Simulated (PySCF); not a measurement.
Ge(OH)4 (GeH4O4), SMILES [Ge]([OH])([OH])([OH])[OH]. Geometry optimised at PBE0-D3(BJ)/def2-SVP. The isomer is the one that the SMILES or the coordinates give; other isomers of the formula were not compared. One conformer was computed; it need not be the lowest.

The numbers are results of PBE0-D3(BJ)/def2-SVP in PySCF, not measurements.

Harmonic wavenumbers (cm⁻¹): 153, 171, 223, 223, 227, 267, 284, 284, 341, 709, 754, 769, 769, 884, 906, 921, 921, 3900, 3900, 3901, 3904. Rotational constants (GHz): 3.625, 3.625, 3.195; symmetry number 2.

Problem. Work out the zero-point energy and the ideal-gas rigid-rotor harmonic-oscillator thermochemistry at 298.15 K and 1 atm.

Solution. ZPE = ½ Σ hcν = ½ × 24411 cm⁻¹ = 34.90 kcal/mol. H − E(el) = 40.48 kcal/mol. Entropy in cal/(mol K): translation 40.73, rotation 25.06, vibration 18.23, total 84.02. G − E(el) = 15.43 kcal/mol. Cp = 28.78 cal/(mol K).
